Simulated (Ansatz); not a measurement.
Basis-set extrapolation for CH8BNSi, SMILES `B[SiH2]CN` (PBE0-D4/def2-TZVP geometry, frozen core, Ansatz). Multiplicity 1, RHF reference.

|  | def2-TZVPP | def2-QZVPP |
| --- | --- | --- |
| HF | -410.601547 | -410.616609 |
| MP2 correlation | -0.617193 | -0.659143 |
| CCSD(T) correlation | -0.697552 | not run |

Energies in hartree. Use E(X) = E(∞) + A·exp(−7.88·√X) for Hartree–Fock and E(X) = E(∞) + B·X^(−2.97) for correlation, with X = 3 and 4, and add CCSD(T) minus MP2 of the smaller set to the MP2 limit.

Task: What is the CCSD(T) energy at the basis-set limit?

Result: HF limit: -410.616609 + (-0.015062) × 0.13774 = -410.61868. MP2 limit: -0.659143 + (-0.041950) × 0.74074 = -0.69022. Higher-order term: -0.697552 − (-0.617193) = -0.08036. Total: -411.38926 hartree, 236.7 kJ/mol below CCSD(T)/def2-TZVPP.
